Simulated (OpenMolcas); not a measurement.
Levels of Co4+ by method

| Property | Result |
| --- | --- |
| Program | OpenMolcas |
| Basis | ANO-R3 [8s5p5d3f2g1h] |
| Scalar Hamiltonian | X2C, finite nucleus |
| Active space | 5 electrons in 5 orbitals (3d) |
| State averaging | 2S+1 = 6 even, 1 root; 2S+1 = 4 even, 24 roots; 2S+1 = 2 even, 75 roots |
| Spin-orbit coupling | RASSI with atomic mean-field integrals over the reference wave functions, term energies averaged over their components |

Methods on the same reference wave functions:
A. CASSCF
B. SS-CASPT2, IPEA 0.25 Eh, imaginary shift 0.1 Eh (closed shells correlated: 3s 3p)
C. MS-CASPT2, IPEA 0.25 Eh, imaginary shift 0.1 Eh (closed shells correlated: 3s 3p)
D. XMS-CASPT2, IPEA 0.25 Eh, imaginary shift 0.1 Eh (closed shells correlated: 3s 3p)

Energies in cm⁻¹ above 3d⁵ ⁶S_5/2, the measured ground level; measured values from Sugar and Corliss, J. Phys. Chem. Ref. Data 10, 1097 (1981).

```csv
Level,A,B,C,D,Measured
3d⁵ ⁶S_5/2,0.0,0.0,0.0,0.0,0.0
3d⁵ ⁴G_5/2,42453,37990,37990,38020,
3d⁵ ⁴G_7/2,42495,38040,38040,38070,
3d⁵ ⁴G_11/2,42506,38060,38060,38090,37218
3d⁵ ⁴G_9/2,42519,38070,38070,38100,
3d⁵ ⁴P_5/2,48810,41870,41870,41590,40753
3d⁵ ⁴P_3/2,48928,42000,42000,41710,40891
3d⁵ ⁴P_1/2,49069,42150,42150,41850,41024
3d⁵ ⁴D_7/2,52736,45610,45610,45560,44709
3d⁵ ⁴D_1/2,52871,45750,45750,45700,44908
3d⁵ ⁴D_3/2,52980,45870,45870,45800,
3d⁵ ⁴D_5/2,53007,45890,45890,45830,
3d⁵ ²I_11/2,60488,55560,55560,55640,
3d⁵ ²I_13/2,60589,55690,55690,55770,
3d⁵ ²D_5/2(1) [66 %],67746,58670,58670,58480,57083
3d⁵ ²D_3/2(1),68609,59410,59410,59220,57823
3d⁵ ²F_7/2(1),70056,61300,61300,60960,59455
3d⁵ ⁴F_9/2,71011,62280,62280,62190,60830
3d⁵ ⁴F_7/2,71108,62380,62380,62300,60974
3d⁵ ⁴F_3/2,71402,62640,62640,62530,
3d⁵ ²H_9/2 [75 %],74180,66470,66470,66410,64742
3d⁵ ²H_11/2,74573,67100,67100,67000,65284
3d⁵ ²G_7/2(1),76671,67810,67810,67880,66229
3d⁵ ²G_9/2(1) [73 %],77006,68370,68370,68400,66760
```

Deviations, from unrounded energies. A percentage is the sum of absolute deviations over the sum of measured energies, with the sign that they share, or ± where signs differ.

```json
{"Against measurement": "mean absolute deviation (cm-1)", "Levels": "15", "A": "9100", "B": "1400", "C": "1400", "D": "1200"}
{"Against measurement": "other terms of the ground configuration (%)", "Levels": "15", "A": "+17.0", "B": "+2.5", "C": "+2.5", "D": "+2.3"}
```

D lies closest to measurement on these levels and A furthest from it. The largest miss of D in the table is 3d⁵ ²H_11/2, by +1700 cm-1. The ranking rests on the paired levels alone, and a cruder setting can come out closer through cancelling errors.

Among B to D the level of the table that moves most is 3d⁵ ²F_7/2(1), by 350 cm-1 (lowest in D, highest in C). Moves below CASPT2's spread within the term are not significant.

The mean deviations of B to D differ by less than CASPT2's widest spread within a term (1000 cm-1), so their order carries little weight.

From A to B the spin-free energies of the other terms of 3d⁵ shown, above ⁶S, scale by factors of 0.86 to 0.92, as is usual when dynamic correlation screens the repulsion within a d or f shell.

The lowest spin-free term lies below A's lowest term by 0.481 hartree in B, 0.481 hartree in C, 0.481 hartree in D.

CASPT2 does not keep the components of a term degenerate, so their means are used; among the terms shown or strongly mixed into the levels shown the widest spread is 1000 cm-1 (3d⁵ ⁴G, D). Without dynamic correlation excited terms often stand tens of per cent too high (terms of higher spin than the ground term too low), and those without a measured partner can miss by more than the paired ones (holds for A). Some levels mix across a computed gap that differs much from the measured one, so their mixing is not that of the real levels (holds for A). Blocks of more than 70 roots (2S+1 = 2 even) ran without multistate coupling (holds for C). The CASPT2 spread within a term exceeds the gap to the next term for 3d⁵ ²H and 3d⁵ ²G(1), so the order of their levels is uncertain, and so are names and mixing where such terms share a J (holds for D). Measured partners are found by configuration, term and J. A level has none where our copy of the source lacks it or the pairing is in doubt (some pairs that miss far off the trend of their configuration count as doubtful), and it then counts in no deviation. Only configurations of the active space appear. Levels that lie high or do not pair safely by name in every column are left out.

A share in square brackets marks a mixed level and gives the weight of the term that names it, the lowest over the columns. A number in round brackets counts repeated terms of one configuration in the order of the reference energies.
